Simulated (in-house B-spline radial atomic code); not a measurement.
**Cu III (Cu2+): [Ar] 3d9**

Method: Dirac-Kohn-Sham LDA VWN5, spherical fractional occupations, Fermi nucleus of rms radius 3.8823 fm. Calculated with an all-electron radial atomic-structure program (B-spline basis).

Z_r = [3n² - l(l+1)]/(2<r>); Z_e = n√(-2ε); the last column is Slater's effective charge. Values are occupation-weighted means over j.

```csv
shell,electrons,ε (eV),<r> (bohr),Z_r,Z_e,Slater
1s,2,-8856.8,0.05221,28.73,25.51,28.70
2s,2,-1085.8,0.2354,25.48,17.87,24.85
2p,6,-941.98,0.2066,24.21,16.64,24.85
3s,2,-139.77,0.7112,18.98,9.62,17.75
3p,6,-97.574,0.7458,16.76,8.03,17.75
3d,9,-29.99,0.9218,11.39,4.45,8.20
```

The least bound orbital is 3d5/2 at -29.87 eV, and it is also the most diffuse (<r> = 0.9243 bohr).

Spin-orbit splittings of the orbital energies (j = l + 1/2 above j = l - 1/2 when positive): 2p 20.45 eV, 3p 2.616 eV, 3d 0.3017 eV.

For the 1s electron the small component carries 1.09 % of the norm, the zero-frequency Breit interaction raises the level by 11.78 eV, self-energy by 5.974 eV, and vacuum polarisation lowers it by 0.5425 eV.
